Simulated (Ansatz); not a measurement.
`c1cc2ccc3c[o+]cc4ccc(c1)c2c34`, relaxed as a singlet with RKS PBE-D4/def2-SVP in Ansatz, starting from the GFN2-xTB geometry. Force threshold 0.03 eV/Å.

Start:

Cartesian coordinates in Å:
```
C 0.421 3.036 -1.263
C 1.425 2.477 -0.487
C 1.272 1.200 0.058
C 2.274 0.580 0.862
C 2.105 -0.661 1.387
C 0.907 -1.388 1.136
C 0.654 -2.663 1.626
O -0.460 -3.307 1.374
C -1.413 -2.784 0.641
C -1.312 -1.518 0.079
C -2.326 -0.923 -0.724
C -2.147 0.320 -1.239
C -0.957 1.069 -1.000
C -0.754 2.349 -1.521
C 0.068 0.492 -0.202
C -0.111 -0.792 0.333
H 0.559 4.024 -1.676
H 2.334 3.028 -0.298
H 3.186 1.127 1.047
H 2.868 -1.118 1.996
H 1.351 -3.214 2.243
H -2.276 -3.424 0.517
H -3.229 -1.481 -0.910
H -2.916 0.770 -1.850
H -1.524 2.800 -2.129
```

| step | energy (eV) | largest force component (eV/Å) | SCF passes |
| --- | --- | --- | --- |
| 1 | -17708.9211 | 0.882 | 25 |
| 2 | -17709.0905 | 0.453 | 23 |
| 3 | -17709.1090 | 0.106 | 23 |
| 4 | -17709.1096 | 0.037 | 24 |
| 5 | -17709.1097 | 0.015 | 24 |

Force components are those of the run's own axes.

End:

```xyz
25

C     0.426    3.066   -1.276
C     1.441    2.499   -0.489
C     1.287    1.210    0.061
C     2.298    0.587    0.875
C     2.131   -0.672    1.402
C     0.918   -1.398    1.143
C     0.676   -2.677    1.643
O    -0.462   -3.323    1.384
C    -1.438   -2.802    0.637
C    -1.325   -1.530    0.076
C    -2.355   -0.937   -0.732
C    -2.172    0.323   -1.252
C    -0.969    1.077   -1.012
C    -0.764    2.369   -1.538
C     0.069    0.493   -0.205
C    -0.111   -0.800    0.333
H     0.567    4.073   -1.696
H     2.367    3.062   -0.296
H     3.228    1.143    1.069
H     2.914   -1.133    2.022
H     1.360   -3.263    2.273
H    -2.298   -3.479    0.533
H    -3.280   -1.498   -0.925
H    -2.959    0.779   -1.872
H    -1.547    2.831   -2.158
```

By distances, no bond broke or formed. The bond that changes most is O8–C9, from 1.31 to 1.33 Å (atoms count from 1).

No frequencies were taken in this run, so the end may be a saddle point.

Hardware: 4 threads of Intel Xeon 6975P-C on a shared host. Wall time 14 s.
